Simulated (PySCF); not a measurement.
I$_{4}$Ti (SMILES [I][Ti]([I])([I])[I]), singlet, geometry from GFN2-xTB (such geometries of metal compounds can be far from the true shape) (core potentials on I), with bond 2-1 at 3.0 times its length; HF/def2-SV(P) (PySCF).

PySCF was given this input:
```python
from pyscf import gto, scf

mol = gto.Mole()
mol.atom = '''
    Ti   -0.000000    0.000000   -0.000000
    I     6.285722   -1.786401   -4.488095
    I     0.787832    0.442030    2.483275
    I    -1.173643    2.168196   -0.950901
    I    -1.709430   -2.014759   -0.036342
'''
mol.basis = 'def2-sv(p)'
mol.ecp = {'I': 'def2-sv(p)'}
mol.charge = 0
mol.spin = 0
mol.verbose = 4
mol.build()

mf = scf.RHF(mol)
mf.kernel()
mo_i, mo_e, stable_i, stable_e = mf.stability(internal=True, external=True, return_status=True, nroots=6, tol=1e-6)
print('internally stable:', stable_i, ' externally stable:', stable_e)
if not stable_e:
    umf = mf.to_uhf() if not hasattr(mf, 'xc') else mf.to_uks()
    umf.scf_summary = {}
    umf.kernel(umf.make_rdm1(mo_e, umf.mo_occ))
```

### Question
Write the output that PySCF gives for this input, abridged.

### Answer

```
PySCF version 2.14.0

[INPUT] verbose = 4
[INPUT] num. atoms = 5
[INPUT] num. electrons = 122
[INPUT] charge = 0
[INPUT] spin (= nelec alpha-beta = 2S) = 0
[INPUT] symmetry False subgroup None
[INPUT] Mole.unit = angstrom
[INPUT] Symbol           X                Y                Z      unit          X                Y                Z       unit  Magmom
[...]
nuclear repulsion = 705.466429833098
number of shells = 50
number of NR pGTOs = 310
number of NR cGTOs = 128
basis = def2-sv(p)
ecp = {'I': 'def2-sv(p)'}

******** <class 'pyscf.scf.hf.RHF'> ********
method = RHF
initial guess = minao
damping factor = 0
level_shift factor = 0
DIIS = <class 'pyscf.scf.diis.CDIIS'>
diis_start_cycle = 1
diis_space = 8
diis_damp = 0
SCF conv_tol = 1e-09
SCF conv_tol_grad = None
SCF max_cycles = 50
direct_scf = True
direct_scf_tol = 1e-13
Set gradient conv threshold to 3.16228e-05
Initial guess from minao.
init E= -1905.40858255103
cycle= 1 E= -2030.7232796831  delta_E= -125  |g|= 4.32  |ddm|= 14.9

cycle= 2 E= -2005.75233966155  delta_E=   25  |g|= 7.85  |ddm|= 11.8
cycle= 3 E= -2033.53192997013  delta_E= -27.8  |g|= 1.75  |ddm|=  9.1
cycle= 4 E= -2020.80824985945  delta_E= 12.7  |g|= 5.91  |ddm|= 5.62
cycle= 5 E= -2022.84939653086  delta_E= -2.04  |g|= 5.01  |ddm|= 0.678
cycle= 6 E= -2034.6852713486  delta_E= -11.8  |g|= 0.592  |ddm|= 4.27
cycle= 7 E= -2034.82143821755  delta_E= -0.136  |g|= 0.155  |ddm|= 1.11
cycle= 8 E= -2025.73866705151  delta_E= 9.08  |g|= 4.03  |ddm|= 3.84
cycle= 9 E= -2025.96371110639  delta_E= -0.225  |g|= 4.13  |ddm|= 0.128
cycle= 10 E= -2025.38769592855  delta_E= 0.576  |g|= 3.87  |ddm|= 0.382
cycle= 11 E= -2031.13971203533  delta_E= -5.75  |g|= 2.36  |ddm|= 2.14
cycle= 12 E= -2031.22896405298  delta_E= -0.0893  |g|= 2.26  |ddm|= 0.208
cycle= 13 E= -2031.23507351596  delta_E= -0.00611  |g|= 2.26  |ddm|= 0.0078
cycle= 14 E= -2034.83057923211  delta_E= -3.6  |g|= 0.0938  |ddm|= 3.19
cycle= 15 E= -2034.83502585465  delta_E= -0.00445  |g|= 0.0845  |ddm|= 0.183
cycle= 16 E= -2034.84590836565  delta_E= -0.0109  |g|= 0.0332  |ddm|= 0.414
cycle= 17 E= -2034.84484927952  delta_E= 0.00106  |g|= 0.155  |ddm|= 0.485
cycle= 18 E= -2034.84309966292  delta_E= 0.00175  |g|= 0.197  |ddm|= 0.15
cycle= 19 E= -2034.84396803167  delta_E= -0.000868  |g|= 0.174  |ddm|= 0.0911
cycle= 20 E= -2034.84195208921  delta_E= 0.00202  |g|= 0.192  |ddm|= 0.031
cycle= 21 E= -2034.83601306052  delta_E= 0.00594  |g|= 0.227  |ddm|= 0.067
cycle= 22 E= -2034.81120473421  delta_E= 0.0248  |g|= 0.354  |ddm|= 0.172
cycle= 23 E= -2034.81473934045  delta_E= -0.00353  |g|= 0.334  |ddm|= 0.0633
cycle= 24 E= -2034.76818167912  delta_E= 0.0466  |g|= 0.488  |ddm|= 0.473
cycle= 25 E= -2034.85733428923  delta_E= -0.0892  |g|= 0.0795  |ddm|= 0.902
cycle= 26 E= -2034.86069118872  delta_E= -0.00336  |g|= 0.0379  |ddm|= 0.212
cycle= 27 E= -2034.86490599954  delta_E= -0.00421  |g|= 0.0375  |ddm|= 0.176
cycle= 28 E= -2034.86854213669  delta_E= -0.00364  |g|= 0.0281  |ddm|= 0.171
cycle= 29 E= -2034.87036276143  delta_E= -0.00182  |g|= 0.0329  |ddm|= 0.107
cycle= 30 E= -2034.86914336734  delta_E= 0.00122  |g|= 0.05  |ddm|= 0.13
cycle= 31 E= -2034.87387496943  delta_E= -0.00473  |g|= 0.0216  |ddm|= 0.242
cycle= 32 E= -2034.87539186219  delta_E= -0.00152  |g|= 0.0169  |ddm|= 0.135
cycle= 33 E= -2034.87563885868  delta_E= -0.000247  |g|= 0.0523  |ddm|= 0.252
cycle= 34 E= -2034.87705511263  delta_E= -0.00142  |g|= 0.00694  |ddm|= 0.0965
cycle= 35 E= -2034.87714145409  delta_E= -8.63e-05  |g|= 0.00806  |ddm|= 0.0354
cycle= 36 E= -2034.8772247158  delta_E= -8.33e-05  |g|= 0.00505  |ddm|= 0.0249
cycle= 37 E= -2034.87731244808  delta_E= -8.77e-05  |g|= 0.00846  |ddm|= 0.0463
cycle= 38 E= -2034.87739815826  delta_E= -8.57e-05  |g|= 0.00857  |ddm|= 0.0266
cycle= 39 E= -2034.8777466425  delta_E= -0.000348  |g|= 0.00422  |ddm|= 0.109
cycle= 40 E= -2034.87785420373  delta_E= -0.000108  |g|= 0.0209  |ddm|= 0.179
[...]
SCF not converged.
<class 'pyscf.scf.hf.RHF'> wavefunction is stable in the internal stability analysis
<class 'pyscf.scf.hf.RHF'> wavefunction has an real -> complex instability
<class 'pyscf.scf.hf.RHF'> wavefunction has an RHF/RKS -> UHF/UKS instability
internally stable: True  externally stable: False
[...]
cycle= 3 E= -2035.07199094499  delta_E= -0.0937  |g|= 0.0459  |ddm|= 0.588
cycle= 4 E= -2035.07561924773  delta_E= -0.00363  |g|= 0.0247  |ddm|= 0.0928
cycle= 5 E= -2035.07718635479  delta_E= -0.00157  |g|= 0.0153  |ddm|= 0.061
cycle= 6 E= -2035.07829703978  delta_E= -0.00111  |g|= 0.0123  |ddm|= 0.0583
cycle= 7 E= -2035.07917906269  delta_E= -0.000882  |g|= 0.0111  |ddm|= 0.0534
cycle= 8 E= -2035.08046200979  delta_E= -0.00128  |g|= 0.00959  |ddm|= 0.0867
cycle= 9 E= -2035.08227578603  delta_E= -0.00181  |g|= 0.0073  |ddm|= 0.154
cycle= 10 E= -2035.08302027846  delta_E= -0.000744  |g|= 0.00549  |ddm|= 0.0872
cycle= 11 E= -2035.08365956628  delta_E= -0.000639  |g|= 0.00359  |ddm|= 0.127
cycle= 12 E= -2035.08376644968  delta_E= -0.000107  |g|= 0.00173  |ddm|= 0.0401
cycle= 13 E= -2035.08379745471  delta_E= -3.1e-05  |g|= 0.00134  |ddm|= 0.0308
cycle= 14 E= -2035.08380546199  delta_E= -8.01e-06  |g|= 0.000728  |ddm|= 0.00801
cycle= 15 E= -2035.08380839328  delta_E= -2.93e-06  |g|= 0.000647  |ddm|= 0.00534
cycle= 16 E= -2035.08381091005  delta_E= -2.52e-06  |g|= 0.000583  |ddm|= 0.00335
cycle= 17 E= -2035.08381226484  delta_E= -1.35e-06  |g|= 0.000566  |ddm|= 0.0016
cycle= 18 E= -2035.08381262821  delta_E= -3.63e-07  |g|= 0.000567  |ddm|= 0.000513
cycle= 19 E= -2035.08381027174  delta_E= 2.36e-06  |g|= 0.000552  |ddm|= 0.00281
cycle= 20 E= -2035.08380040807  delta_E= 9.86e-06  |g|= 0.000493  |ddm|= 0.0122
cycle= 21 E= -2035.08378969487  delta_E= 1.07e-05  |g|= 0.000378  |ddm|= 0.0172
cycle= 22 E= -2035.08378077493  delta_E= 8.92e-06  |g|= 0.000253  |ddm|= 0.0244
cycle= 23 E= -2035.08377959757  delta_E= 1.18e-06  |g|= 0.000174  |ddm|= 0.0071
cycle= 24 E= -2035.08377878726  delta_E= 8.1e-07  |g|= 0.000105  |ddm|= 0.0096
cycle= 25 E= -2035.08377879239  delta_E= -5.13e-09  |g|= 7.86e-05  |ddm|= 0.00183
cycle= 26 E= -2035.08377883592  delta_E= -4.35e-08  |g|= 6.35e-05  |ddm|= 0.000769
cycle= 27 E= -2035.08377886276  delta_E= -2.68e-08  |g|= 5.92e-05  |ddm|= 0.000394
cycle= 28 E= -2035.08377889737  delta_E= -3.46e-08  |g|= 5.52e-05  |ddm|= 0.000511
cycle= 29 E= -2035.08377893333  delta_E= -3.6e-08  |g|= 5.24e-05  |ddm|= 0.000524
cycle= 30 E= -2035.08377898618  delta_E= -5.29e-08  |g|= 4.96e-05  |ddm|= 0.000797
cycle= 31 E= -2035.08377902018  delta_E= -3.4e-08  |g|= 4.81e-05  |ddm|= 0.000463
cycle= 32 E= -2035.08377906802  delta_E= -4.78e-08  |g|= 4.66e-05  |ddm|= 0.000666
cycle= 33 E= -2035.08377909776  delta_E= -2.97e-08  |g|= 4.56e-05  |ddm|= 0.000486
cycle= 34 E= -2035.08377912314  delta_E= -2.54e-08  |g|= 4.51e-05  |ddm|= 0.000415
cycle= 35 E= -2035.08377914349  delta_E= -2.03e-08  |g|= 4.48e-05  |ddm|= 0.000352
cycle= 36 E= -2035.08377917845  delta_E= -3.5e-08  |g|= 4.45e-05  |ddm|= 0.00058
cycle= 37 E= -2035.08377920489  delta_E= -2.64e-08  |g|= 4.44e-05  |ddm|= 0.000424
cycle= 38 E= -2035.08377923158  delta_E= -2.67e-08  |g|= 4.43e-05  |ddm|= 0.000416
cycle= 39 E= -2035.08377926985  delta_E= -3.83e-08  |g|= 4.42e-05  |ddm|= 0.000593
cycle= 40 E= -2035.08377931071  delta_E= -4.09e-08  |g|= 4.41e-05  |ddm|= 0.000621
cycle= 41 E= -2035.08377935531  delta_E= -4.46e-08  |g|= 4.4e-05  |ddm|= 0.000667
cycle= 42 E= -2035.08377938566  delta_E= -3.03e-08  |g|= 4.39e-05  |ddm|= 0.000446
cycle= 43 E= -2035.08377942173  delta_E= -3.61e-08  |g|= 4.39e-05  |ddm|= 0.000528
cycle= 44 E= -2035.08377946874  delta_E= -4.7e-08  |g|= 4.38e-05  |ddm|= 0.000686
cycle= 45 E= -2035.08377952783  delta_E= -5.91e-08  |g|= 4.37e-05  |ddm|= 0.000866
cycle= 46 E= -2035.08377959269  delta_E= -6.49e-08  |g|= 4.36e-05  |ddm|= 0.000954
cycle= 47 E= -2035.0837796451  delta_E= -5.24e-08  |g|= 4.35e-05  |ddm|= 0.000774
cycle= 48 E= -2035.08377969491  delta_E= -4.98e-08  |g|= 4.35e-05  |ddm|= 0.000736
cycle= 49 E= -2035.08377976613  delta_E= -7.12e-08  |g|= 4.34e-05  |ddm|= 0.00106
cycle= 50 E= -2035.08377983247  delta_E= -6.63e-08  |g|= 4.33e-05  |ddm|= 0.000984
SCF not converged.
SCF energy = -2035.08377983247 after 50 cycles  <S^2> = 1.0210552  2S+1 = 2.2548216
```

The run did not converge; its last values are not results.
